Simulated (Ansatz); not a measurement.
Ideal-gas functions of CH4BBrSi (`BrB1C[SiH2]1`) at 600 K and 1 bar, from an Ansatz frequency run at PBE0-D4/def2-TZVP.

Molar mass 134.84 g/mol, point group C1 (symmetry number 1), electronic degeneracy 1, moments of inertia 41.784, 344.388, 376.784 u Å². Harmonic wavenumbers (cm⁻¹, unscaled): 129, 239, 366, 411, 486, 545, 610, 695, 732, 870, 923, 944, 1196, 1383, 2233, 2261, 3090, 3172.

Use S(trans) = R[1.5 ln M + 2.5 ln T − 1.1517]; rotational temperatures θ = 24.2544 K / I; S(rot) = R[ln(√π/σ · √(T³/θAθBθC)) + 1.5]; for each mode x = 1.438777 ν̃/T, S = R[x/(eˣ − 1) − ln(1 − e⁻ˣ)] and H = RT x/(eˣ − 1); 1 cm⁻¹ = 0.0119627 kJ/mol; R = 8.31446 J/(mol·K).

**Question.** By hand: the entropy, in J/(mol·K).

**Answer.** Translation 184.6. Rotation: θ = 0.5805, 0.0704, 0.0644 K, giving 121.7. Vibration, mode by mode: 18.10, 13.06, 9.66, 8.76, 7.50, 6.66, 5.86, 4.97, 4.63, 3.56, 3.22, 3.10, 1.92, 1.35, 0.25, 0.24, 0.04, 0.04, in all 92.9. Electronic 0.0. Sum 399.2 J/(mol·K).

**Question.** By hand: H − E and G − E in kJ/mol, counted from the electronic energy.

**Answer.** Zero-point energy ½ × 20285 × 0.0119627 = 121.3; thermal vibration 30.9; translation, rotation and pV give 4 RT = 20.0. H − E = 172.2 kJ/mol, and G − E = 172.2 − 600 × 399.2/1000 = -67.3 kJ/mol.

Vibration gives 23 % of the entropy, 18.1 J/(mol·K) of it from the mode under 150 cm⁻¹: soft modes count most, and the harmonic formula is weakest for them. The sum counts one conformer and one mirror image; others add a mixing term.
